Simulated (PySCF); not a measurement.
Match the calculated data to a structure.

All candidates are C7H8O3P (charge -1).

| technique | computed result |
| --- | --- |
| 1H NMR | chemical shifts (computed TMS as zero) by class: 8.09 (2 H), 6.97 (2 H), 2.24 (3 H), 1.25 (1 H) ppm [GIAO PBE0/pcSseg-1] |
| NMR, other nuclei | isotropic shieldings of nuclei other than C and H, by class: 185 (2 O), 193 (1 O), 322 (1 P) ppm [GIAO PBE0/pcSseg-1] |
| 13C NMR | chemical shifts (computed TMS as zero) by class: 155.3 (1 C), 137.3 (2 C), 134.1 (1 C), 129.5 (2 C), 24.6 (1 C) ppm [GIAO PBE0/pcSseg-1] |
| Rotational structure | rotational constants A, B, C: 2.529, 0.547, 0.501 GHz [GFN2-xTB] |

Electronic properties: PySCF, gas phase, density fitting. Levels stand in brackets. Geometry: GFN2-xTB, one conformer, isolated ion. GFN2-xTB frequencies show an imaginary mode (26i cm⁻¹), so this geometry is no minimum at that level. No diffuse functions stand in pcSseg-1, which bears on an anion's orbital energies. Each NMR value is the plain mean over a class of atoms that symmetry, rotation or inversion makes alike.

Question: Which candidate is it?
A. `O=[P@]([O-])(c1ccco1)C1CC1`
B. `Cc1ccccc1[P@@](=O)([O-])O`
C. `Cc1ccc([P@@](=O)([O-])O)cc1`

Answer: C. It is `Cc1ccc([P@@](=O)([O-])O)cc1`. Numbering: `[CH3:1][c:2]1[cH:3][cH:4][c:5]([P@@:6](=[O:7])([O-:8])[OH:9])[cH:10][cH:11]1`. 7 carbons fall into 5 classes; from least to most shielded: substituted aromatic carbon [C5] (155.3 ppm), aromatic CH carbon [C4/C10] (137.3 ppm, 2 C, up to 3.2 ppm apart in this geometry), substituted aromatic carbon [C2] (134.1 ppm), aromatic CH carbon [C3/C11] (129.5 ppm, 2 C), benzylic-type carbon [C1] (24.6 ppm). Hydrogen classes from least to most shielded: 2 H on 2 aromatic CH carbons, C4/C10 (8.09 ppm), 2 H on 2 aromatic CH carbons, C3/C11 (6.97 ppm), 3 H on a benzylic-type carbon, C1 (2.24 ppm, a mean of values up to 0.5 ppm apart in this geometry), 1 H on a hydroxyl oxygen, O9 (1.25 ppm). The other shieldings belong to: 185 ppm, oxygen bonded to P [O7/O8]; 193 ppm, hydroxyl oxygen [O9]; 322 ppm, phosphoryl phosphorus [P6]. The optimised geometry has point group C1 and is an asymmetric top.

The others, at the same levels:
- `O=[P@]([O-])(c1ccco1)C1CC1` fails: it has 7 carbon classes against 5; its computed 13C shifts are 178.3 (1 C), 139.9 (1 C), 114.2 (1 C), 113.9 (1 C), 12.9 (1 C), 3.4 (1 C), 0.3 (1 C) ppm, 1H shifts are 7.08 (1 H), 6.62 (1 H), 6.16 (1 H), 0.93 (1 H), 0.75 (1 H), 0.21 (1 H), -0.08 (1 H), -0.27 (1 H) ppm and rotational constant A is 1.796 GHz (against 2.529 GHz).
- `Cc1ccccc1[P@@](=O)([O-])O` fails: it has 7 carbon classes against 5; its computed 13C shifts are 153.9 (1 C), 146.9 (1 C), 137.1 (1 C), 130.9 (1 C), 128.4 (1 C), 126.0 (1 C), 23.5 (1 C) ppm, 1H shifts are 8.27 (1 H), 6.97 (1 H), 6.93 (1 H), 6.90 (1 H), 3.05 (3 H), 1.38 (1 H) ppm and rotational constant A is 1.764 GHz (against 2.529 GHz).

Each candidate is one conformer, not necessarily the lowest. The conformers computed, where there is a choice (atom-mapped SMILES and torsion angles):
- `[CH3:1][c:2]1[cH:3][cH:4][c:5]([P@@:6](=[O:7])([O-:8])[OH:9])[cH:10][cH:11]1`: C4–C5–P6–O7 -141°, H–O9–P6–C5 -94°
- `[O:1]=[P@:2]([O-:3])([c:4]1[cH:5][cH:6][cH:7][o:8]1)[CH:9]1[CH2:10][CH2:11]1`: O1–P2–C4–C5 31°, O1–P2–C9–C10 -41°
- `[CH3:1][c:2]1[cH:3][cH:4][cH:5][cH:6][c:7]1[P@@:8](=[O:9])([O-:10])[OH:11]`: C6–C7–P8–O9 -124°, H–O11–P8–C7 -95°
